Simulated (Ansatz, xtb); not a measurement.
C4H2F2N2: which of two isomers lies lower

Structure a is `Fc1ccnc(F)n1`, a singlet and structure b is `Fc1cncc(F)n1`, a singlet. Both are isolated molecules in the gas phase, relaxed with B3LYP-D3(BJ)/def2-SVP.

Quicker runs give these differences E(b) − E(a): GFN2-xTB +8.8 kcal/mol; HF/STO-3G +6.3 kcal/mol (at GFN2-xTB geometries); r2SCAN-D4/def2-SVP +9.8 kcal/mol (at GFN2-xTB geometries).

Task: Estimate E(b) − E(a) at the level CCSD(T)/def2-SVP + ΔMP2/def2-TZVPP.

Result: Calculated at CCSD(T)/def2-SVP + ΔMP2/def2-TZVPP: E(b) − E(a) = +9.7 kcal/mol, so structure a lies lower.

The same difference at several levels:

| level | geometry | E(b) − E(a) (kcal/mol) | departure from the last row (kcal/mol) | job, with rough time for the two |
| --- | --- | --- | --- | --- |
| GFN2-xTB | GFN2-xTB | +8.8 | −0.8 | optimisation, 0.27 s |
| HF/STO-3G | GFN2-xTB | +6.3 | −3.4 | single point, 1 s |
| r2SCAN-D4/def2-SVP | GFN2-xTB | +9.8 | +0.1 | single point, 5.7 s |
| B3LYP-D3(BJ)/def2-SVP | B3LYP-D3(BJ)/def2-SVP | +9.0 | −0.7 | optimisation, 62 s |
| HF/def2-SVP | B3LYP-D3(BJ)/def2-SVP | +14.0 | +4.4 | part of the CCSD(T) run |
| MP2/def2-SVP | B3LYP-D3(BJ)/def2-SVP | +8.9 | −0.8 | part of the CCSD(T) run |
| CCSD(T)/def2-SVP | B3LYP-D3(BJ)/def2-SVP | +9.8 | +0.1 | single point |
| CCSD(T)/def2-SVP + ΔMP2/def2-TZVPP | B3LYP-D3(BJ)/def2-SVP | +9.7 |  | single point, 2.4 min |

As drawn, both hold the same kinds of bond in the same numbers.

The levels shown agree on the order. The largest departure from CCSD(T)/def2-SVP + ΔMP2/def2-TZVPP is that of HF/def2-SVP, 4.4 kcal/mol. The last row adds to CCSD(T) the change of the MP2 difference between the two basis sets, here −0.1 kcal/mol.

With thermal terms from frequencies at re-optimised GFN2-xTB minima (ideal gas, soft modes damped towards free rotors, one conformer each, 298.15 K, 1 atm): on the last row, ΔE + ΔZPE = +9.4, ΔH = +9.4, ΔG = +9.7 kcal/mol.

The correlated steps freeze 8 core orbitals. Run with Ansatz 0.2.0, xtb 6.7.1; the last row on 2 threads of Intel(R) Xeon(R) Processor @ 2.70GHz on a shared host.
